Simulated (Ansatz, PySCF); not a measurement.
Reaction 2 R1 → P1 + P2, each structure at its B3LYP-D3(BJ)/def2-TZVP stationary point, reached from a drawn start (curvature not checked).
P1: I4Se (SMILES I[Se](I)(I)I), charge 0, multiplicity 1.
R1, I3Se (SMILES I[Se](I)I) (charge 0, multiplicity 2, Z-matrix in Å and degrees):
```
Se
I 1 2.6393
I 1 2.6400 2 114.58
I 1 2.6402 2 114.61 3 135.60
```
P2, I2Se (SMILES I[Se]I) (charge 0, multiplicity 1):
```xyz
3

Se     0.005     0.005    -1.038
I      2.001    -0.006     0.528
I     -2.006     0.001     0.510
```

P less R. No zero-point or thermal terms; singlets are restricted closed shells; open shells are unrestricted; no spin–orbit coupling.

The values were computed with Ansatz (Gaussian basis) for Hartree–Fock, density functionals and correlated methods; PySCF for the D3/D4 terms. All values are computed, each at the level named. Elements past Kr take the def2 small-core potentials, without spin–orbit coupling.

Question: Give the reaction energy at the level SVWN5/def2-TZVPP.

Answer: -6.1 kcal/mol

Question: What is the computed reaction energy (CAM-B3LYP/def2-TZVPP)?

Answer: -2.0 kcal/mol

Question: What reaction energy does r2SCAN-D4/def2-TZVPP give?

Answer: -3.2 kcal/mol

Ansatz is an electronic-structure program.
